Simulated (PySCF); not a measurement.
```xyz
3
charge 0 multiplicity 5, angstrom
Ru    0.0000    0.0000   -0.2826
H     0.0000    0.0000   -1.9640
F     0.0000    0.0000    1.6201
```

Level of theory: PySCF, UPBE0, basis Ru def2-TZVP with ECP28, H def2-TZVP, F def2-TZVP (scalar-relativistic core potentials, no spin–orbit coupling, density fitting).

This geometry of RuHF is a stationary point at this level.

Task: What is the point group?

Result: C∞v.

Task: Is it a minimum?

Result: No: it has 2 imaginary modes (one degenerate set), at 276i cm⁻¹ (π).

Task: List the harmonic modes with their infrared intensities.

Result: 
```json
{"symmetry": "π", "ω (cm⁻¹)": "276i", "IR (km/mol, summed over degenerate members)": "–"}
{"symmetry": "σ+", "ω (cm⁻¹)": "607", "IR (km/mol, summed over degenerate members)": "167"}
{"symmetry": "σ+", "ω (cm⁻¹)": "1877", "IR (km/mol, summed over degenerate members)": "301"}
```

Task: What are the dipole moment and the gap between the highest occupied and lowest empty levels of either spin?

Result: 1.18 D and 3.94 eV.

Task: Give the atomic charges and bond orders.

Result: 
```
atom  Mulliken  Löwdin  polar tensor  spin (Mulliken)  Mayer order to Ru1
 Ru1      0.66    0.53          1.17             3.93                   –
  H2     -0.12   -0.15         -0.38            -0.09                0.94
  F3     -0.54   -0.37         -0.79             0.17                0.71
```

In C∞v the vibrations span π + 2σ+.

Other isomers or separated fragments may lie lower. Open d and f shells are described by one determinant, and the ground state may have another occupation or spin. At this level a quintet minimum of Cs symmetry lies 3 kJ/mol below this structure.
